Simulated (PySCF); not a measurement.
# Basis-set dependence of population analyses: `C=C[SiH2]N`

Compound: C2H7NSi.
Structure used (PBE0-D3(BJ)/def2-SVP), in Å, numbered top down from 1:
```
atom  x, y, z in Å
C1    -2.116   -0.007   -0.438
C2    -1.024    0.075    0.332
Si3    0.576   -0.797   -0.077
N4     1.869    0.355   -0.109
H5    -3.053    0.503   -0.185
H6    -2.122   -0.594   -1.364
H7    -1.075    0.682    1.246
H8     0.951   -1.795    0.972
H9     0.319   -1.551   -1.354
H10    2.825    0.029   -0.020
H11    1.819    1.145   -0.744
```

PBE0 throughout (PySCF), one geometry, spherical d and f functions. The structure is a single PBE0-D3(BJ)/def2-SVP conformer in the gas phase; no vibrational or solvent corrections. The first 7 of 9 kinds of atom are listed.

Mulliken charges (e):

| basis | functions | C1 | C2 | Si3 | N4 | H5 | H6 | H7 |
| --- | --- | --- | --- | --- | --- | --- | --- | --- |
| STO-3G | 31 | -0.170 | -0.257 | +0.728 | -0.590 | +0.075 | +0.072 | +0.073 |
| 6-31G | 54 | -0.314 | -0.427 | +0.839 | -0.995 | +0.164 | +0.164 | +0.181 |
| pcSseg-0 | 54 | -0.367 | -0.781 | +1.058 | -1.052 | +0.226 | +0.223 | +0.249 |
| 6-31G* | 74 | -0.361 | -0.319 | +0.579 | -0.921 | +0.174 | +0.176 | +0.182 |
| cc-pVDZ | 95 | -0.033 | -0.216 | +0.401 | -0.310 | +0.048 | +0.049 | +0.033 |
| def2-SVP | 95 | -0.066 | -0.292 | +0.548 | -0.414 | +0.058 | +0.058 | +0.061 |
| 6-311+G(2d,p) | 158 | -0.344 | -0.257 | +0.761 | -0.808 | +0.122 | +0.126 | +0.113 |
| aug-cc-pVDZ | 159 | +0.726 | +0.332 | +0.241 | -0.322 | -0.340 | -0.405 | -0.493 |
| def2-TZVP | 172 | -0.244 | -0.247 | +0.371 | -0.636 | +0.129 | +0.132 | +0.122 |
| IGLO-III | 219 | -0.202 | -0.339 | +0.938 | -0.705 | +0.110 | +0.096 | +0.081 |
| cc-pVTZ | 222 | -0.237 | -0.221 | +0.321 | -0.355 | +0.125 | +0.122 | +0.112 |

IAO charges (e):

| basis | functions | C1 | C2 | Si3 | N4 | H5 | H6 | H7 |
| --- | --- | --- | --- | --- | --- | --- | --- | --- |
| STO-3G | 31 | -0.256 | -0.398 | +0.847 | -0.697 | +0.129 | +0.122 | +0.130 |
| 6-31G | 54 | -0.276 | -0.406 | +0.746 | -0.813 | +0.152 | +0.147 | +0.158 |
| pcSseg-0 | 54 | -0.260 | -0.420 | +0.762 | -0.787 | +0.146 | +0.140 | +0.156 |
| 6-31G* | 74 | -0.261 | -0.431 | +0.871 | -0.833 | +0.145 | +0.142 | +0.150 |
| cc-pVDZ | 95 | -0.266 | -0.429 | +0.864 | -0.826 | +0.146 | +0.142 | +0.151 |
| def2-SVP | 95 | -0.256 | -0.429 | +0.880 | -0.818 | +0.142 | +0.138 | +0.148 |
| 6-311+G(2d,p) | 158 | -0.276 | -0.443 | +0.904 | -0.870 | +0.151 | +0.148 | +0.156 |
| aug-cc-pVDZ | 159 | -0.277 | -0.434 | +0.870 | -0.859 | +0.151 | +0.147 | +0.155 |
| def2-TZVP | 172 | -0.275 | -0.446 | +0.914 | -0.868 | +0.150 | +0.147 | +0.155 |
| IGLO-III | 219 | -0.277 | -0.446 | +0.913 | -0.873 | +0.151 | +0.148 | +0.156 |
| cc-pVTZ | 222 | -0.275 | -0.443 | +0.900 | -0.862 | +0.150 | +0.147 | +0.155 |

Hirshfeld charges (e):

| basis | functions | C1 | C2 | Si3 | N4 | H5 | H6 | H7 |
| --- | --- | --- | --- | --- | --- | --- | --- | --- |
| STO-3G | 31 | -0.065 | -0.114 | +0.446 | -0.320 | +0.023 | +0.019 | +0.019 |
| 6-31G | 54 | -0.076 | -0.138 | +0.340 | -0.326 | +0.048 | +0.045 | +0.050 |
| pcSseg-0 | 54 | -0.077 | -0.136 | +0.370 | -0.323 | +0.046 | +0.038 | +0.040 |
| 6-31G* | 74 | -0.073 | -0.137 | +0.320 | -0.312 | +0.047 | +0.046 | +0.050 |
| cc-pVDZ | 95 | -0.077 | -0.138 | +0.345 | -0.309 | +0.046 | +0.043 | +0.044 |
| def2-SVP | 95 | -0.079 | -0.139 | +0.351 | -0.312 | +0.047 | +0.043 | +0.044 |
| 6-311+G(2d,p) | 158 | -0.082 | -0.148 | +0.357 | -0.321 | +0.049 | +0.046 | +0.048 |
| aug-cc-pVDZ | 159 | -0.086 | -0.149 | +0.360 | -0.324 | +0.050 | +0.047 | +0.048 |
| def2-TZVP | 172 | -0.083 | -0.146 | +0.350 | -0.321 | +0.049 | +0.046 | +0.048 |
| IGLO-III | 219 | -0.086 | -0.144 | +0.352 | -0.321 | +0.050 | +0.045 | +0.046 |
| cc-pVTZ | 222 | -0.082 | -0.143 | +0.351 | -0.321 | +0.049 | +0.045 | +0.047 |

Question: Which scheme is steadiest as the basis changes?

Answer: Largest range over the bases for any column: Hirshfeld 0.13 e, IAO 0.18 e, Mulliken 1.11 e. Hirshfeld charges move least and Mulliken charges most, counted in e. Without the minimal STO-3G basis the ranges are Hirshfeld 0.05, IAO 0.17, Mulliken 1.11 e.

Question: How much do the charges still move between the two largest bases, IGLO-III and cc-pVTZ?

Answer: At most, over all atoms: Mulliken 0.617 e, IAO 0.012 e, Hirshfeld 0.005 e.

Question: What do the same runs give for the total energy, the frontier levels and the dipole moment?

Answer: 
| basis | energy (Eh) | HOMO (eV) | LUMO (eV) | μ (D) |
| --- | --- | --- | --- | --- |
| STO-3G | -419.3398 | -3.64 | 3.49 | 1.02 |
| 6-31G | -424.2807 | -6.84 | -0.03 | 1.11 |
| pcSseg-0 | -423.7210 | -6.90 | -0.24 | 1.12 |
| 6-31G* | -424.3493 | -7.03 | -0.06 | 1.16 |
| cc-pVDZ | -424.3764 | -7.06 | -0.21 | 1.14 |
| def2-SVP | -424.1866 | -7.12 | -0.27 | 1.15 |
| 6-311+G(2d,p) | -424.4318 | -7.38 | -0.62 | 0.99 |
| aug-cc-pVDZ | -424.3918 | -7.33 | -0.61 | 0.94 |
| def2-TZVP | -424.4436 | -7.34 | -0.51 | 1.06 |
| IGLO-III | -424.4490 | -7.36 | -0.56 | 1.00 |
| cc-pVTZ | -424.4417 | -7.29 | -0.44 | 1.06 |

The dipole is fixed by the density alone, so its range of 0.22 D shows that the density itself changes with the basis, not only its division among atoms.
